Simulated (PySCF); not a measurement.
Gas-phase reaction: 2 ZnCH3 + CH2 → 2 ZnH2 + C3H4 (allene)

Method: PySCF energies (xtb for GFN2) plus ideal-gas RRHO corrections (1 bar). † marks an energy on the PBE0/def2-TZVP geometry and frequencies; other levels use their own. CCSD(T) freezes the core. 6-31G* has spherical d functions here. Open shells (unrestricted): ZnCH3 (multiplicity 2), CH2 (multiplicity 3); the rest are closed-shell singlets. GFN2 has no spin-polarisation term. B3LYP is the form with VWN-RPA correlation. Zn: all electrons, no relativistic terms. ZnCH3, ZnH2: computed as isolated molecules; such fragments, hydroxides, amides, oligomers or adducts are transient or little studied in the gas. CCSD(T) isn't extrapolated to the basis-set limit; its ΔH°(298 K) is -304.6 kJ in def2-SVP and -310.4 kJ in def2-TZVPP. The harmonic model lacks anharmonicity and excited electronic states, which grow with temperature; levels with a mode under 35 cm⁻¹ are left out.

ΔH° and ΔS° at 298 K: B3LYP/6-31G* -276 kJ, -54 J/K; CCSD(T)/def2-TZVPP† -310 kJ, -60 J/K; GFN2-xTB -729 kJ, -61 J/K; HF/6-31G* -90 kJ, -56 J/K; HF/def2-TZVP† -131 kJ, -60 J/K.

**Question.** With the heat capacities included, give log10 K (1 bar) at 600, 1200, 1400, 1600, 2500 K from B3LYP/6-31G*, CCSD(T)/def2-TZVPP†, GFN2-xTB, HF/6-31G*, HF/def2-TZVP†.

**Answer.** 
| T (K) | B3LYP/6-31G* | CCSD(T)/def2-TZVPP† | GFN2-xTB | HF/6-31G* | HF/def2-TZVP† |
|---|---|---|---|---|---|
| 600 | 21.3 | 23.9 | 60.3 | 5.0 | 8.3 |
| 1200 | 9.6 | 10.6 | 28.9 | 1.4 | 2.8 |
| 1400 | 7.9 | 8.7 | 24.5 | 0.9 | 2.1 |
| 1600 | 6.7 | 7.4 | 21.2 | 0.6 | 1.5 |
| 2500 | 3.8 | 4.0 | 12.9 | -0.2 | 0.2 |
